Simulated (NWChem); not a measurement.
propylene glycol (C₃H₈O₂); SMILES OCC(C)O

```xyz
13

C     -0.6230     1.7635    -0.0196
C      0.0139     0.4394     0.3473
O      1.3694     0.3652    -0.0658
C     -0.7250    -0.7715    -0.2081
O     -0.0439    -1.9475     0.1002
H     -0.0318     2.5991     0.3819
H     -0.6852     1.8816    -1.1152
H     -1.6454     1.8391     0.3806
H      0.0525     0.3338     1.4448
H      1.4040     0.6067    -0.9999
H     -1.7411    -0.8317     0.2161
H     -0.8453    -0.6351    -1.3081
H      0.8934    -1.7236     0.0065
```
Atoms are numbered in this order, from 1.

Coordinates come from a PBE0/def2-SVP optimisation.

Problem. List the 4 lowest vertical singlet excitations from PBE0/6-31+G* (spherical d), TDA (NWChem).

Solution. 
```
state  energy (eV)  oscillator strength  leading excitation (squared amplitude)
-----  -----------  -------------------  --------------------------------------
S1            6.72                0.002                      HOMO → LUMO (0.88)
S2            7.31                0.012                    HOMO → LUMO+1 (0.82)
S3            7.41                0.027                    HOMO → LUMO+2 (0.49)
S4            7.51                0.046                    HOMO−1 → LUMO (0.45)
```
